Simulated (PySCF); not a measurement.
**Frontier levels across methods**

C₆H₅F.
Z-matrix (Å and degrees, PBE0-D3(BJ)/def2-SVP geometry), rows numbered from 1:
```
F 
C   1  1.3573
C   2  1.5200  1  117.25
C   3  1.3416  2   93.54  1  -126.46
C   4  1.5247  3   94.51  2     1.07
C   5  1.5246  2   85.46  1  -120.91
C   6  1.3415  5   94.43  2     0.95
H   3  1.0928  2  132.13  1    57.53
H   4  1.0931  3  133.15  2  -173.51
H   5  1.0993  2  119.30  1     0.36
H   6  1.0929  5  132.12  2  -173.89
H   7  1.0927  2  132.05  1   -57.59
```

Basis pcSseg-1 throughout (PySCF), one geometry. Isolated species at its PBE0-D3(BJ)/def2-SVP geometry, gas phase.

Q: How do the orbital energies, the gap and the dipole change with the method?

A: 
```tsv
method	kind	HOMO (eV)	LUMO (eV)	gap (eV)	μ (D)	SCF cycles
BLYP	GGA	-6.12	-1.77	4.35	1.76	15
KT2	GGA	-6.29	-1.94	4.35	1.80	16
OPBE	GGA	-6.30	-1.81	4.49	1.74	16
B97-2	global hybrid	-7.18	-0.99	6.19	1.94	14
B3LYP	global hybrid	-7.19	-1.15	6.04	1.92	14
PBE0	global hybrid	-7.44	-0.94	6.50	1.94	14
HF	Hartree–Fock	-9.71	2.93	12.63	2.28	11
```

The HOMO spans 3.59 eV, from BLYP down to HF, and the gap runs from 4.35 eV (BLYP) to 12.63 eV (HF). Over the methods BLYP (0 %), KT2 (0 %), OPBE (0 %), B97-2 (21 %), B3LYP (20 %), PBE0 (25 %), HF (100 %), a straight line through the gap against the share of exact exchange rises by 0.82 eV for each 10 % (correlation coefficient 1.000). The dipole ranges from 1.74 D (OPBE) to 2.28 D (HF). This basis has no diffuse functions.
